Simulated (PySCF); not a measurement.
C$_{2}$H$_{6}$NO, charge +1, singlet, geometry from GFN2-xTB; CCSD(T)/STO-3G in PySCF.

Input for PySCF:
```python
from pyscf import gto, scf, cc

mol = gto.Mole()
mol.atom = '''
    O     0.41974200    1.33598813    0.18594172
    C    -0.05433820    0.28311540    0.03863750
    N     1.00959146   -0.91424379   -0.16218644
    C    -1.41945678   -0.23474152    0.00307779
    H     0.77324402   -1.74122776    0.39821567
    H    -2.11338732    0.59558687   -0.12576523
    H    -1.57243450   -0.96617115   -0.78766538
    H    -1.65640409   -0.71484187    0.95515845
    H     1.93981953   -0.56467732    0.10965851
    H     1.04685615   -1.18711072   -1.15212253
'''
mol.basis = 'sto-3g'
mol.charge = 1
mol.verbose = 4
mol.build()

mf = scf.RHF(mol)
mf.kernel()

mycc = cc.CCSD(mf)
mycc.conv_tol = 1e-5
mycc.kernel()
et = mycc.ccsd_t()
print('E(CCSD(T)) = %.10f' % (mycc.e_tot + et))
```

The log (banner, timings and long lists left out):

```
PySCF version 2.14.0

[INPUT] verbose = 4
[INPUT] num. atoms = 10
[INPUT] num. electrons = 32
[INPUT] charge = 1
[INPUT] spin (= nelec alpha-beta = 2S) = 0
[INPUT] symmetry False subgroup None
[INPUT] Mole.unit = angstrom
[INPUT] Symbol           X                Y                Z      unit          X                Y                Z       unit  Magmom
[INPUT]  1 O      0.419742000000   1.335988130000   0.185941720000 AA    0.793197422977   2.524651671370   0.351378925931 Bohr   0.0
[INPUT]  2 C     -0.054338200000   0.283115400000   0.038637500000 AA   -0.102684316102   0.535010567647   0.073014293138 Bohr   0.0
[INPUT]  3 N      1.009591460000  -0.914243790000  -0.162186440000 AA    1.907851357100  -1.727670374184  -0.306487952718 Bohr   0.0
[INPUT]  4 C     -1.419456780000  -0.234741520000   0.003077790000 AA   -2.682384559857  -0.443597182864   0.005816180169 Bohr   0.0
[INPUT]  5 H      0.773244020000  -1.741227760000   0.398215670000 AA    1.461219425258  -3.290443586890   0.752518554810 Bohr   0.0
[INPUT]  6 H     -2.113387320000   0.595586870000  -0.125765230000 AA   -3.993723229929   1.125496067687  -0.237661840693 Bohr   0.0
[INPUT]  7 H     -1.572434500000  -0.966171150000  -0.787665380000 AA   -2.971470553817  -1.825798862956  -1.488471846001 Bohr   0.0
[INPUT]  8 H     -1.656404090000  -0.714841870000   0.955158450000 AA   -3.130150081709  -1.350855356672   1.804987876064 Bohr   0.0
[INPUT]  9 H      1.939819530000  -0.564677320000   0.109658510000 AA    3.665727642783  -1.067085483553   0.207224551128 Bohr   0.0
[INPUT] 10 H      1.046856150000  -1.187110720000  -1.152122530000 AA    1.978271415317  -2.243314140335  -2.177196043641 Bohr   0.0

nuclear repulsion = 128.028934480667
number of shells = 18
number of NR pGTOs = 78
number of NR cGTOs = 26
basis = sto-3g
ecp = {}

******** <class 'pyscf.scf.hf.RHF'> ********
method = RHF
initial guess = minao
damping factor = 0
level_shift factor = 0
DIIS = <class 'pyscf.scf.diis.CDIIS'>
diis_start_cycle = 1
diis_space = 8
diis_damp = 0
SCF conv_tol = 1e-09
SCF conv_tol_grad = None
SCF max_cycles = 50
direct_scf = True
direct_scf_tol = 1e-13
Set gradient conv threshold to 3.16228e-05
Initial guess from minao.
init E= -206.650465609819
  HOMO = -0.294143034047189  LUMO = 0.131656223674337  gap/eV = 11.58659
cycle= 1 E= -205.50020576089  delta_E= 1.15  |g|= 0.727  |ddm|= 3.75
  HOMO = -0.48783571353957  LUMO = 0.0286167600809215  gap/eV = 14.05339
cycle= 2 E= -205.575042622996  delta_E= -0.0748  |g|= 0.669  |ddm|= 1.56
  HOMO = -0.606591701716883  LUMO = 0.0189367584979595  gap/eV = 17.02150
cycle= 3 E= -205.683248879278  delta_E= -0.108  |g|= 0.0555  |ddm|= 0.705
  HOMO = -0.625046103941087  LUMO = 0.0378902746908831  gap/eV = 18.03942
cycle= 4 E= -205.685791032668  delta_E= -0.00254  |g|= 0.0197  |ddm|= 0.147
  HOMO = -0.629762714097689  LUMO = 0.0330736178872179  gap/eV = 18.03670
cycle= 5 E= -205.686194533272  delta_E= -0.000404  |g|= 0.00638  |ddm|= 0.0673
  HOMO = -0.631714225724333  LUMO = 0.034798948733903  gap/eV = 18.13675
cycle= 6 E= -205.686222546893  delta_E= -2.8e-05  |g|= 0.000975  |ddm|= 0.0202
  HOMO = -0.631983808861531  LUMO = 0.0348697988596103  gap/eV = 18.14601
cycle= 7 E= -205.686222974469  delta_E= -4.28e-07  |g|= 0.000147  |ddm|= 0.00224
  HOMO = -0.631949956808582  LUMO = 0.0348622408701716  gap/eV = 18.14488
cycle= 8 E= -205.686222986035  delta_E= -1.16e-08  |g|= 2.96e-05  |ddm|= 0.000315
  HOMO = -0.63194194303618  LUMO = 0.0348734628275105  gap/eV = 18.14497
cycle= 9 E= -205.686222986605  delta_E= -5.7e-10  |g|= 6.63e-06  |ddm|= 8.57e-05
  HOMO = -0.631943390934261  LUMO = 0.0348738849300582  gap/eV = 18.14502
Extra cycle  E= -205.686222986632  delta_E= -2.74e-11  |g|= 3.5e-06  |ddm|= 1.41e-05
converged SCF energy = -205.686222986632

******** <class 'pyscf.cc.ccsd.CCSD'> ********
CC2 = 0
CCSD nocc = 16, nmo = 26
max_cycle = 50
direct = 0
conv_tol = 1e-05
conv_tol_normt = 1e-05
diis_space = 6
diis_start_cycle = 0
diis_start_energy_diff = 1e+09
Init t2, MP2 energy = -205.919776526958  E_corr(MP2) -0.233553540325806
Init E_corr(CCSD) = -0.233553540332793
cycle = 1  E_corr(CCSD) = -0.260027370991644  dE = -0.0264738307  norm(t1,t2) = 0.0701726
cycle = 2  E_corr(CCSD) = -0.273994757454581  dE = -0.0139673865  norm(t1,t2) = 0.0247457
cycle = 3  E_corr(CCSD) = -0.277730433067424  dE = -0.00373567561  norm(t1,t2) = 0.0115315
cycle = 4  E_corr(CCSD) = -0.280824071466793  dE = -0.0030936384  norm(t1,t2) = 0.00472868
cycle = 5  E_corr(CCSD) = -0.280766941965946  dE = 5.71295008e-05  norm(t1,t2) = 0.000980129
cycle = 6  E_corr(CCSD) = -0.280728033770553  dE = 3.89081954e-05  norm(t1,t2) = 0.000217843
cycle = 7  E_corr(CCSD) = -0.280717958218705  dE = 1.00755518e-05  norm(t1,t2) = 9.0803e-05
cycle = 8  E_corr(CCSD) = -0.280717787548389  dE = 1.70670316e-07  norm(t1,t2) = 3.02312e-05
cycle = 9  E_corr(CCSD) = -0.280716861172218  dE = 9.26376171e-07  norm(t1,t2) = 1.0562e-05
cycle = 10  E_corr(CCSD) = -0.280717544264337  dE = -6.83092119e-07  norm(t1,t2) = 4.08329e-06
CCSD converged
E(CCSD) = -205.9669405308966  E_corr = -0.2807175442643373
CCSD(T) correction = -0.00537150522615836
E(CCSD(T)) = -205.9723120361
```
